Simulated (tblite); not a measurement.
Record of a relaxation.

CH10O2PSi3 (doublet state).
Numbering: `[SiH3:1][O:2][SiH2:3][CH2:4][O:5][SiH2:6][PH:7]` (hydrogens: H8, H9, H10 on Si1; H11, H12 on Si3; H13, H14 on C4; H15, H16 on Si6; H17 on P7)

Computed with GFN2-xTB (tblite), gas phase: L-BFGS steps from a force-field or distance-geometry start until the largest atomic force falls under 0.01 eV/Å. 11 of its 207 geometries are shown.

Step 0: E = -629.8238 eV, largest atomic force 2.885 eV/Å
```
atom  x, y, z in Å  |  force x, y, z in eV/Å
Si1     2.929    0.791    0.596   -0.129  -0.800   0.569
O2      2.303   -0.805    0.481   -1.171   2.110  -1.238
Si3     0.926   -0.829   -0.544    2.513  -0.497  -0.102
C4     -0.509   -1.552    0.363    0.540  -1.606   1.437
O5     -1.431   -0.659    0.860   -1.609   1.752  -1.632
Si6    -2.208    0.310   -0.292   -0.071  -0.854   0.588
P7     -3.183    1.923    0.790   -0.154   1.009   1.280
H8      3.743    0.920    1.831   -0.324  -0.330  -0.408
H9      1.757    1.692    0.649    0.366  -0.041   0.127
H10     3.709    1.091   -0.605   -0.046  -0.155   0.048
H11     0.657    0.472   -1.142    0.169  -0.111   0.037
H12     1.255   -1.765   -1.628    0.101   0.069   0.085
H13    -0.958   -2.370   -0.225   -0.222   0.345   0.077
H14    -0.075   -2.061    1.268   -0.337   0.161  -0.453
H15    -1.319    0.981   -1.245   -0.089  -0.097   0.018
H16    -3.201   -0.418   -1.077    0.117  -0.376  -0.083
H17    -4.402    2.291    0.208    0.346  -0.580  -0.350
```

Step 21: E = -631.0476 eV, largest atomic force 0.364 eV/Å
```
atom  x, y, z in Å  |  force x, y, z in eV/Å
Si1     3.014    0.918    0.676    0.028   0.110   0.001
O2      2.096   -0.388    0.337   -0.010   0.028  -0.156
Si3     0.980   -0.949   -0.689   -0.119  -0.046   0.157
C4     -0.513   -1.527    0.358    0.078  -0.054  -0.087
O5     -1.349   -0.427    0.664    0.019  -0.302  -0.202
Si6    -2.331    0.366   -0.347    0.055   0.066   0.294
P7     -3.261    1.730    1.133   -0.149   0.061  -0.223
H8      3.713    0.485    1.885   -0.013   0.051  -0.106
H9      2.127    2.069    0.861    0.041  -0.049   0.079
H10     3.872    1.194   -0.487   -0.014  -0.110   0.145
H11     0.525    0.147   -1.536    0.082  -0.053  -0.114
H12     1.558   -2.050   -1.447    0.056  -0.048   0.025
H13    -1.086   -2.309   -0.161    0.005   0.259  -0.007
H14    -0.181   -1.984    1.302   -0.106   0.268  -0.052
H15    -1.680    1.100   -1.450   -0.025  -0.080   0.092
H16    -3.304   -0.524   -0.985   -0.012  -0.127  -0.047
H17    -4.187    2.162    0.175    0.085   0.025   0.201
```

Step 41: E = -631.1545 eV, largest atomic force 0.059 eV/Å
```
atom  x, y, z in Å  |  force x, y, z in eV/Å
Si1     3.076    0.970    0.715   -0.046  -0.037  -0.003
O2      1.991   -0.091    0.126   -0.014  -0.003  -0.022
Si3     0.994   -0.975   -0.777    0.035  -0.008  -0.012
C4     -0.513   -1.458    0.291    0.014   0.025  -0.013
O5     -1.346   -0.372    0.610   -0.009   0.005  -0.008
Si6    -2.447    0.346   -0.321   -0.015  -0.005   0.006
P7     -3.383    1.647    1.207    0.002   0.017   0.027
H8      3.673    0.308    1.874   -0.003  -0.004  -0.029
H9      2.334    2.173    1.075   -0.005   0.028  -0.001
H10     4.040    1.209   -0.358    0.017   0.013   0.019
H11     0.581   -0.189   -1.939    0.001   0.003   0.028
H12     1.708   -2.190   -1.167   -0.008  -0.010   0.026
H13    -1.106   -2.224   -0.220    0.034  -0.005   0.015
H14    -0.183   -1.878    1.246   -0.009  -0.028  -0.029
H15    -1.869    1.094   -1.447    0.008  -0.021   0.002
H16    -3.358   -0.651   -0.914    0.009   0.037   0.016
H17    -4.200    2.292    0.288   -0.011  -0.007  -0.020
```

Step 62: E = -631.1606 eV, largest atomic force 0.037 eV/Å
```
atom  x, y, z in Å  |  force x, y, z in eV/Å
Si1     3.058    0.984    0.718   -0.015   0.006  -0.033
O2      1.975   -0.026    0.046   -0.003  -0.003   0.009
Si3     1.003   -0.993   -0.796    0.006   0.017   0.001
C4     -0.508   -1.467    0.273    0.014   0.001  -0.005
O5     -1.332   -0.380    0.614    0.008  -0.006   0.006
Si6    -2.435    0.361   -0.295   -0.005   0.000   0.018
P7     -3.341    1.714    1.208    0.028   0.000   0.012
H8      3.619    0.268    1.860   -0.001  -0.011   0.012
H9      2.327    2.188    1.099   -0.016   0.004   0.007
H10     4.067    1.256   -0.307   -0.013  -0.009   0.011
H11     0.580   -0.261   -1.988    0.004  -0.019  -0.002
H12     1.743   -2.216   -1.104   -0.013   0.005   0.002
H13    -1.103   -2.223   -0.252   -0.009   0.016  -0.002
H14    -0.186   -1.915    1.218    0.014   0.004   0.000
H15    -1.848    1.072   -1.441   -0.005  -0.004  -0.017
H16    -3.398   -0.607   -0.847    0.009  -0.007  -0.020
H17    -4.227    2.256    0.286   -0.005   0.007  -0.001
```

Step 82: E = -631.1653 eV, largest atomic force 0.023 eV/Å
```
atom  x, y, z in Å  |  force x, y, z in eV/Å
Si1     2.977    1.003    0.732   -0.001   0.007  -0.009
O2      1.918    0.038   -0.036    0.005  -0.016  -0.012
Si3     1.008   -1.020   -0.834   -0.020  -0.006   0.002
C4     -0.496   -1.477    0.250    0.011   0.000   0.006
O5     -1.276   -0.365    0.611   -0.002  -0.014  -0.004
Si6    -2.385    0.380   -0.289    0.003   0.007   0.022
P7     -3.172    1.817    1.202    0.001  -0.012  -0.002
H8      3.495    0.238    1.865   -0.006   0.006   0.006
H9      2.234    2.193    1.134   -0.010  -0.011   0.001
H10     4.024    1.301   -0.245    0.004   0.007   0.007
H11     0.587   -0.369   -2.073    0.006  -0.015   0.010
H12     1.777   -2.243   -1.057    0.019   0.002  -0.011
H13    -1.125   -2.211   -0.265    0.017   0.015   0.003
H14    -0.166   -1.938    1.187   -0.003   0.007  -0.005
H15    -1.821    1.032   -1.481   -0.009  -0.001  -0.004
H16    -3.378   -0.590   -0.780   -0.019   0.006  -0.009
H17    -4.208    2.223    0.369    0.004   0.019   0.000
```

Step 103: E = -631.1868 eV, largest atomic force 0.138 eV/Å
```
atom  x, y, z in Å  |  force x, y, z in eV/Å
Si1     2.509    1.049    0.753   -0.090   0.050   0.068
O2      1.960    0.037   -0.404    0.051   0.051   0.063
Si3     1.096   -1.192   -0.981   -0.018   0.026   0.006
C4     -0.376   -1.540    0.182    0.024  -0.019   0.008
O5     -1.065   -0.363    0.514    0.019   0.035   0.034
Si6    -2.204    0.444   -0.288    0.021   0.034   0.132
P7     -2.482    2.064    1.201   -0.041   0.014  -0.024
H8      2.872    0.256    1.932   -0.045   0.021  -0.053
H9      1.444    2.014    1.034    0.062  -0.069  -0.019
H10     3.692    1.649    0.143   -0.004   0.009  -0.041
H11     0.601   -0.762   -2.282    0.030   0.020  -0.066
H12     1.964   -2.362   -0.998    0.020  -0.087  -0.044
H13    -1.067   -2.263   -0.257   -0.048  -0.031  -0.020
H14    -0.021   -1.963    1.127   -0.014  -0.019   0.015
H15    -1.792    0.917   -1.615    0.031   0.008  -0.026
H16    -3.395   -0.389   -0.502   -0.033  -0.060  -0.017
H17    -3.744    2.415    0.731    0.034   0.018  -0.017
```

Step 124: E = -631.2164 eV, largest atomic force 0.063 eV/Å
```
atom  x, y, z in Å  |  force x, y, z in eV/Å
Si1     2.280    1.071    0.753    0.015  -0.006   0.005
O2      2.038   -0.098   -0.365   -0.014   0.016  -0.039
Si3     1.129   -1.252   -1.025    0.018  -0.004  -0.022
C4     -0.329   -1.583    0.161   -0.003  -0.030   0.009
O5     -0.941   -0.382    0.563    0.011   0.010   0.006
Si6    -2.082    0.458   -0.202   -0.002   0.026   0.003
P7     -2.282    2.144    1.223    0.014   0.000  -0.001
H8      2.620    0.377    1.995    0.001   0.032   0.001
H9      1.076    1.888    0.876    0.002  -0.003  -0.004
H10     3.410    1.812    0.194   -0.013  -0.022   0.004
H11     0.649   -0.752   -2.313    0.008   0.013   0.029
H12     1.943   -2.458   -1.143    0.011   0.025   0.026
H13    -1.071   -2.251   -0.285   -0.040  -0.001   0.002
H14     0.026   -2.057    1.080    0.018  -0.060  -0.001
H15    -1.676    0.861   -1.558   -0.041   0.014   0.027
H16    -3.310   -0.341   -0.345    0.001  -0.020  -0.029
H17    -3.487    2.574    0.680    0.013   0.011  -0.019
```

Step 144: E = -631.2260 eV, largest atomic force 0.045 eV/Å
```
atom  x, y, z in Å  |  force x, y, z in eV/Å
Si1     2.215    1.096    0.740   -0.026  -0.010   0.035
O2      1.995   -0.051   -0.404    0.011   0.015   0.020
Si3     1.150   -1.271   -1.029    0.004  -0.008  -0.036
C4     -0.329   -1.616    0.129   -0.030  -0.029  -0.001
O5     -0.899   -0.407    0.571    0.002  -0.025   0.007
Si6    -2.067    0.445   -0.142    0.007  -0.019  -0.025
P7     -2.246    2.121    1.293    0.011  -0.004   0.011
H8      2.525    0.403    1.992   -0.007   0.021  -0.029
H9      1.006    1.910    0.842    0.021  -0.003  -0.009
H10     3.359    1.837    0.217    0.010   0.000  -0.013
H11     0.680   -0.823   -2.339    0.008   0.001   0.011
H12     2.017   -2.446   -1.081   -0.006   0.024   0.010
H13    -1.090   -2.234   -0.354   -0.027   0.006  -0.024
H14    -0.006   -2.155    1.025    0.016   0.029   0.024
H15    -1.720    0.891   -1.503    0.000  -0.023   0.024
H16    -3.283   -0.378   -0.274    0.002   0.020  -0.008
H17    -3.312    2.690    0.607    0.003   0.004   0.003
```

Step 165: E = -631.2314 eV, largest atomic force 0.020 eV/Å
```
atom  x, y, z in Å  |  force x, y, z in eV/Å
Si1     2.150    1.152    0.730    0.011   0.000  -0.017
O2      1.938   -0.038   -0.369    0.007   0.014   0.005
Si3     1.144   -1.277   -1.020   -0.012  -0.001   0.008
C4     -0.350   -1.683    0.104    0.012  -0.001  -0.008
O5     -0.930   -0.499    0.598    0.000  -0.001  -0.004
Si6    -2.046    0.419   -0.115    0.015   0.006   0.009
P7     -2.149    2.082    1.344    0.008  -0.009  -0.002
H8      2.426    0.507    2.012   -0.008   0.016   0.003
H9      0.952    1.988    0.761    0.010  -0.005   0.002
H10     3.317    1.855    0.197   -0.014  -0.005   0.011
H11     0.698   -0.832   -2.339   -0.011  -0.008   0.001
H12     2.059   -2.413   -1.053    0.000  -0.014  -0.001
H13    -1.105   -2.279   -0.416    0.000   0.004   0.001
H14    -0.032   -2.259    0.980   -0.005   0.008  -0.005
H15    -1.663    0.847   -1.470    0.003   0.007   0.004
H16    -3.306   -0.327   -0.264   -0.013  -0.006  -0.010
H17    -3.109    2.769    0.610   -0.004  -0.005   0.003
```

Step 185: E = -631.2329 eV, largest atomic force 0.041 eV/Å
```
atom  x, y, z in Å  |  force x, y, z in eV/Å
Si1     2.141    1.167    0.709    0.012   0.031  -0.024
O2      1.953   -0.060   -0.352   -0.037  -0.012   0.005
Si3     1.141   -1.287   -1.009    0.004   0.000   0.023
C4     -0.357   -1.698    0.107    0.018   0.004   0.008
O5     -0.940   -0.518    0.607   -0.007  -0.016  -0.001
Si6    -2.027    0.427   -0.115    0.024  -0.001  -0.014
P7     -2.148    2.054    1.382   -0.006  -0.006  -0.009
H8      2.380    0.574    2.022    0.004  -0.009   0.009
H9      0.949    2.014    0.691    0.004  -0.015  -0.012
H10     3.320    1.848    0.175   -0.008  -0.006   0.016
H11     0.681   -0.832   -2.319    0.007  -0.003  -0.020
H12     2.046   -2.430   -1.048    0.010  -0.005  -0.010
H13    -1.106   -2.292   -0.426   -0.009   0.033   0.019
H14    -0.047   -2.280    0.980    0.006  -0.004  -0.004
H15    -1.597    0.881   -1.448   -0.003   0.018   0.008
H16    -3.286   -0.306   -0.325   -0.022  -0.003  -0.001
H17    -3.110    2.751    0.659    0.003  -0.005   0.007
```

Step 206: E = -631.2368 eV, largest atomic force 0.008 eV/Å
```
atom  x, y, z in Å  |  force x, y, z in eV/Å
Si1     2.083    1.212    0.641   -0.006  -0.004  -0.003
O2      1.914   -0.065   -0.362   -0.001   0.000  -0.002
Si3     1.148   -1.335   -0.991   -0.004   0.003   0.005
C4     -0.373   -1.730    0.100   -0.004   0.003   0.004
O5     -0.941   -0.556    0.626    0.002  -0.003   0.003
Si6    -1.960    0.462   -0.098    0.001  -0.004  -0.004
P7     -2.163    1.963    1.517    0.000  -0.001   0.000
H8      2.193    0.695    2.002   -0.001  -0.001   0.001
H9      0.931    2.096    0.469   -0.001   0.001   0.001
H10     3.327    1.815    0.167    0.004  -0.002   0.000
H11     0.727   -0.948   -2.337   -0.002   0.000   0.000
H12     2.081   -2.457   -0.960   -0.001   0.001  -0.001
H13    -1.132   -2.290   -0.455    0.006   0.001   0.001
H14    -0.087   -2.343    0.960    0.002   0.003  -0.005
H15    -1.433    1.018   -1.354   -0.001  -0.002   0.005
H16    -3.213   -0.227   -0.453    0.004   0.002  -0.001
H17    -3.110    2.703    0.818    0.000   0.002  -0.002
```

Q: Summarise the path.

A: The energy falls by 32.59 kcal/mol from step 0 to step 206; nine tenths of that is first reached at step 25. It rises by more than 0.2 meV at step 106. The largest force goes from 2.885 to 0.008 eV/Å. Among the bonds O2–Si3 changes most, from 1.717 to 1.611 Å; the atoms move by 1.013 Å rms after alignment.

The cost below is that of the whole relaxation. On one thread, Arm Neoverse V1 (aarch64), on a shared host, this took 2.0 s wall.
